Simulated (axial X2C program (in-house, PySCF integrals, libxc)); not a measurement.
NiAs at several levels of theory

Calculated with an in-house relativistic program for diatomic molecules. Spin-free means the one-electron spin-free X2C Hamiltonian; two-component (2c) means X2C with spin–orbit coupling and atomic mean-field two-electron Coulomb and Gaunt terms, so the difference of the two also holds small scalar two-electron terms. Basis: As dyall-cv3z [9s9p6d4f1g], Ni dyall-cv3z [9s9p6d3f2g] (cores contracted in-house); Gaussian nuclei, density fitting, unrestricted open shells. Masses: As 74.922 u, Ni 57.935 u.

State, spin-free: M_S = 3/2, Λ = 2 (beyond evenly filled blocks: π+α, π-α, δ+α, δ+β, δ-α); electrons by block: σα: 14, σβ: 14, π+α: 7, π+β: 6, π-α: 7, π-β: 6, δ+α: 2, δ+β: 2, δ-α: 2, δ-β: 1. Fragments: As + Ni.

State, 2c: Ω = 7/2 (⟨Sz⟩ = 1.50, ⟨Lz⟩ = 2.00 at PBE0); electrons by block: 1/2: 20, -1/2: 21, 3/2: 9, -3/2: 8, 5/2: 2, -5/2: 1. Fragments: As + Ni.

| Hamiltonian | level | Re (Å) | ωe (cm⁻¹) | ωexe (cm⁻¹) | Be (cm⁻¹) | De (eV) | k (mdyn/Å) | μ (D) |
| --- | --- | --- | --- | --- | --- | --- | --- | --- |
| spin-free | PBE0 | 2.197 | 302.7 | 1.06 | 0.1069 | 1.98 | 1.76 | 2.68 |
| spin-free | MP2 | 2.168 | 312.6 | 0.98 | 0.1098 | 1.93 | 1.88 | n/a |
| spin-free | CCSD | 2.214 | 289.0 | 0.971 | 0.1053 | 1.45 | 1.61 | n/a |
| spin-free | CCSD(T) | 2.188 | 306.4 | 1.09 | 0.1078 | n/a | 1.81 | n/a |
| spin-free | M06 | 2.211 | 303.8 | 1.02 | 0.1055 | 2.39 | 1.78 | 1.76 |
| 2c | PBE0 | 2.198 | 302.3 | 1.06 | 0.1068 | n/a | 1.76 | 2.67 |
| 2c | MP2 | 2.169 | 312.3 | 0.981 | 0.1097 | n/a | 1.88 | n/a |
| 2c | CCSD | 2.215 | 288.7 | 0.968 | 0.1052 | 1.40 | 1.6 | n/a |
| 2c | CCSD(T) | 2.189 | 305.9 | 1.09 | 0.1077 | n/a | 1.8 | n/a |
| 2c | M06 | 2.212 | 303.3 | 1.02 | 0.1054 | n/a | 1.77 | 1.75 |

Correlated methods: 15 electrons correlated (number of frozen shells: As 3 s, 2 p, 1 d; Ni 3 s, 2 p), 283 virtual spin orbitals or spinors in MP2, 90 natural virtuals in coupled cluster.

Dipoles are positive if Ni is the positive end.

The state is a single determinant with fixed occupations, the lowest that a limited PBE0 search found. De is counted from the lowest determinant-based energies of the atoms at the same level, without counterpoise correction. De is not given where an atomic determinant may have missed its ground term or J level, or where the truncated virtual space spoils (T). Density functionals use the spin component along the axis (collinear). Coupled cluster ran in a truncated set of natural virtual spinors; the MP2 energy of the rest was added. (T) has no such correction and the atoms are truncated less, which lowers De at CCSD(T) by a hundredth of an eV or more. Other states lie close and PBE0, whose exact exchange favours high spin, may order them wrongly; the determinant shown need not be the ground state. The nearest other spin-free determinant of the search, M_S = 3/2, Λ = 0, lies 0.07 eV up at the distance of the search. The functionals have no current-density term, which raises determinants with orbital currents, atoms included. With several unpaired electrons one determinant need not be a pure state. The T1 diagnostic is large, a sign of multireference character.

No reliable constants came from HF (2c), HF (spin-free): no minimum in range, unconverged points, a curve that is not smooth, a change of character along it, or the two Hamiltonians disagreeing along it.

Rough cost a point (2c) on 1 thread(s) of a shared host, integrals apart: PBE0 1.1 s, CCSD(T) 10 s, M06 1.8 s.

The whole task took 4.5 min on 1 thread of Arm Neoverse V1, on a shared host.
